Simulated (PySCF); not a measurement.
B(F)2(OAc) (C2H3BF2O2), SMILES FB(OC(=O)C)F.

Geometry optimised at ωB97X-D3(BJ)/def2-SVP. The values are those of a single conformer.

Method: PBE/def2-TZVP run with PySCF.

| Quantity | Value |
|---|---|
| total energy | -452.89834 hartree |
| highest occupied level | -6.95 eV |
| lowest empty level | -1.83 eV |
| orbital gap | 5.12 eV |
| dipole moment | 2.77 D |
| quadrupole, principal values (traceless, Buckingham form, about the centre of nuclear charge) | -8.42, 2.09, 6.34 D·Å |
| mean static polarisability | 44.7 bohr³ (6.62 Å³) |
| polarisability, principal values | 33.9, 45.8, 54.3 bohr³ |
